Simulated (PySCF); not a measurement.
**MTl for M along the chalcogens**

CCSD(T) with double-zeta basis sets in PySCF, for the lowest determinant that a PBE0 search found; no spin–orbit coupling. De refers to high-spin ground-configuration atoms.

```tsv
M	basis	reference, frozen orbitals	state (unpaired electrons)	Re (Å)	ωe (cm⁻¹)	De (eV)
O	cc-pVDZ-PP/cc-pVDZ	UHF, 5	doublet (π ↑)	2.199	473	2.50
S	def2-SVP	UHF, 9	doublet (π ↑)	2.617	276	2.47
Te	def2-SVP	UHF, 8	doublet (π ↑)	2.948	137	2.20
```

(1) The row for M = Se is missing. Estimate Re, ωe and De as the mean of the rows for S and Te, and compare with the calculation.

The rows differ in basis set, which adds steps of its own.

Correlated steps freeze the inner cores (5 to 13 orbitals); shallow outer-core shells are correlated. Correlated levels converge slowly with the basis: in double zeta they bind strong bonds too weakly, by up to about 1 eV, and carry superposition errors of some tenths. These are scalar-relativistic numbers at best; spin–orbit coupling would shift them, the dissociation energy most. States were picked by a PBE0 search and need not be the measured ground states.

Answers

(1) The means are 2.782 Å, 206 cm⁻¹ and 2.33 eV. UHF-CCSD(T) in def2-SVP gives TlSe as a doublet (π ↑) with Re = 2.745 Å, ωe = 178 cm⁻¹, De = 2.42 eV, so the estimate is off by +3.7 pm, +16 % and -0.08 eV.
